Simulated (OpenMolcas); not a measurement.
Re5+ (d2) among equal point charges was computed by CASSCF with the d shell active (OpenMolcas, ANO-RCC-VDZP on the metal). Its lowest spin-free states, and all those of the highest spin:

```csv
2S+1,Degeneracy,E (cm-1)
3,3,0.0
3,3,4585
3,1,9984
1,3,12509
1,2,13131
3,3,16772
1,3,20064
1,1,21941
1,3,22058
1,2,24989
1,1,48447
```

Problem. Is the site octahedral, tetrahedral or cube-like, axial, or of lower symmetry?

Solution. The states with 2S+1 = 3 have orbital degeneracies 3, 3, 1, 3. Threefold states need a cubic site. For d2 at this spin an octahedron puts the threefold T1 below the threefold T2 and a tetrahedron or cube puts the single A2 below the threefold T2, so the site is octahedral. The run had Re5+ among 6 point charges of -1 e arranged as an octahedron (Oh), 2.02 Å from the ion.

Spin-orbit coupling mixes the spin-free states strongly: the lowest level takes only 69 % from its leading state, 3T1. Without dynamic correlation the repulsion within the d shell is too large (B by tens of per cent), so at a given field states of lower spin stand too high. This field is weak: 10Dq is about 5474 cm-1, while octahedral complexes of 5d ions of charge 3 and more, computed by the same method with explicit ligands, had a median near 35000 cm-1. Ground spin and moment need not be those of a real site. Point charges carry no covalency, so the field is a model and not that of real ligands. No measured value stands beside these numbers.
